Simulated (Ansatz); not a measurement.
The cluster CdB₉ (the lowest doublet isomer of a short search) was relaxed with PBE-D4 (def2-SVP) in Ansatz in these states: charge +1 singlet, neutral doublet. The geometries follow in no particular order.

In the def2 sets Cd takes a core potential; there is no spin–orbit coupling.

A:

```xyz
10

Cd    2.671   -0.348    1.211
B     0.437    0.238    1.071
B     0.389    0.119   -1.927
B    -1.246    0.736    1.216
B     0.307    1.448   -1.074
B    -0.021   -1.323   -1.468
B    -0.344    1.692    0.335
B    -1.025   -0.831    1.155
B    -0.584   -1.739   -0.051
B    -0.583    0.008   -0.468
```

B:

```xyz
10

Cd   -1.561    1.686    1.615
B    -0.269    0.137    0.710
B    -0.682    0.590   -1.645
B     0.469   -1.518    1.042
B    -1.312   -0.705   -1.020
B     0.629    1.316   -1.155
B    -0.810   -1.607    0.148
B     1.515   -0.353    0.987
B     1.548    0.881    0.037
B     0.472   -0.427   -0.719
```

**Question.** Judge from the bond lengths which geometry belongs to which state (an estimate).

**Answer.** A is the neutral doublet (B2–B10 1.860 Å, B8–B10 1.880 Å, B4–B10 1.950 Å); B is the charge +1 singlet (B2–B10 1.706 Å, B8–B10 2.001 Å, B4–B10 2.071 Å).
